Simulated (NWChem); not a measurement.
System: BHOIF; SMILES OB(F)I

```xyz
5

B      0.0240    -1.3204     0.0000
F     -1.1233    -1.9835     0.0000
I     -0.0135     0.8119     0.0000
O      1.2002    -1.9575     0.0000
H      1.1039    -2.9190     0.0000
```
Atoms are numbered in this order, from 1.

Program: NWChem. All runs use the structure optimised with PBE0/def2-SVP. def2 effective core potentials on I; no spin-orbit coupling. Vertical excitations in the gas phase.

### Question
Predict the results for BHandHLYP/def2-SVP, TDA. Quantities: lowest excitation, singlet (eV); oscillator strength of that lowest state; lowest state with f > 0.02, singlet (eV); lowest triplet (eV); orbital gap (eV).

### Answer
| Quantity | Result |
|---|---|
| lowest excitation, singlet (eV) | 6.94 |
| oscillator strength of that lowest state | 0.000 |
| lowest state with f > 0.02, singlet (eV) | 7.52 |
| lowest triplet (eV) | 6.36 |
| orbital gap (eV) | 9.92 |
